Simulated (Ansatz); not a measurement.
Compare A (`C=C[NH][GeH3]`) with its isomer B (`C/N=[CH]\[GeH3]`).

Program: Ansatz. Geometries: PBE0-D4/def2-TZVP. ΔE: electronic, gas phase. CBS: MP2 limit from def2 TZ/QZ plus the TZ coupled-cluster correction, frozen cores. DFT in def2-TZVPP. B3LYP here is the variant with VWN-RPA as its local correlation; programs differ in this. For Ge outer-core shells are correlated without core-valence functions, which leaves a few kJ/mol of doubt a bond. Scalar relativity is left out up to krypton. Each species was taken in one conformer, which may not be the lowest.

A:

Z-matrix (Å, degrees):
```
Ge
N 1 1.840
H 1 1.534 2 106.4
H 1 1.543 2 112.4 3 120.4
H 1 1.535 2 106.4 3 -119.7
C 2 1.378 1 123.3 3 165.5
H 2 1.009 1 117.7 3 -40.0
C 6 1.334 2 126.9 1 159.0
H 6 1.088 2 113.8 1 -22.9
H 8 1.085 6 122.0 2 -2.2
H 8 1.081 6 120.2 2 176.9
```

B:

```xyz
11

C    -0.115   -0.877   -1.431
N     0.589   -1.321   -0.262
C     0.626   -0.600    0.771
Ge   -0.193    1.185    1.069
H    -0.890   -1.608   -1.676
H     0.579   -0.859   -2.276
H    -0.581    0.114   -1.337
H     1.181   -1.006    1.622
H    -1.722    1.141    0.913
H     0.371    2.237    0.099
H     0.154    1.594    2.509
```

Problem. Which isomer does CCSD(T)/CBS put lower? Give the gap. (Estimate.)

Solution. Computed: A, by 54.9 kJ/mol.

Problem. Give E(B) − E(A) in kJ/mol with B3LYP, B3LYP-D4, PBE-D4, r2SCAN-D4, HF/def2-TZVPP, CCSD(T)/def2-TZVPP, B2PLYP. (An estimate is asked.)

Solution. The calculation gave: B3LYP 56.6, B3LYP-D4 55.7, PBE-D4 49.2, r2SCAN-D4 56.2, HF/def2-TZVPP 66.6, CCSD(T)/def2-TZVPP 52.1, B2PLYP 57.3. None reverses the order clearly.

Largest T1 diagnostic: 0.012.

In def2-TZVPP, CCSD(T) changes the Hartree–Fock value by −14.5 kJ/mol (the triples alone add −2.5 kJ/mol) and MP2 by −7.5 kJ/mol. From PBE to PBE0 (25 % exact exchange), in def2-TZVPP and without D4, E(B) − E(A) moves by +6.6 kJ/mol.
